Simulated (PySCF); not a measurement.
C2H3N, charge +1, doublet, geometry from GFN2-xTB (a state made from the parent by changing its charge; the spin is typed, not shown lowest). Base run: B3LYP/pcseg-1 run with PySCF.

The PySCF input:
```python
from pyscf import gto, scf, dft

mol = gto.Mole()
mol.atom = '''
    C    -1.139223    0.027826   -0.007631
    C     0.262827   -0.099802    0.030018
    N     1.398719    0.028950   -0.009729
    H    -1.509626   -0.669901   -0.780551
    H    -1.508376   -0.124172    1.022927
    H    -1.514653    1.023279   -0.308593
'''
mol.basis = 'pcseg-1'
mol.charge = 1
mol.spin = 1
mol.verbose = 4
mol.build()

mf = dft.UKS(mol)
mf.xc = 'b3lyp'
mf.kernel()
```

Variants of this job, named by their change:

```tsv
change	ΔE vs base (µEh)	fitting functions
base	0.0	-
auxbasis = default (with mf = mf.density_fit())	-8.8	435
auxbasis = even-tempered beta=2.0	-8.8	435
auxbasis = def2-universal-jfit	286	180
auxbasis = cc-pvtz-jkfit	-35.8	327
auxbasis = cc-pvtz-ri	-198	333
auxbasis = def2-svp-ri	-5587	186
auxbasis = even-tempered beta=3.0	-231	312
only_dfj = on; auxbasis = def2-universal-jfit	-183	180
auxbasis = cc-pvdz-jkfit	-28.9	279
```

A fitting set is made for a task (jfit for Coulomb, jkfit for Coulomb and exchange, ri for correlation) and for a family of orbital bases.

Open shells are given as the SCF converged; they aren't shown to be the lowest states, and a large step between rows can be another state.
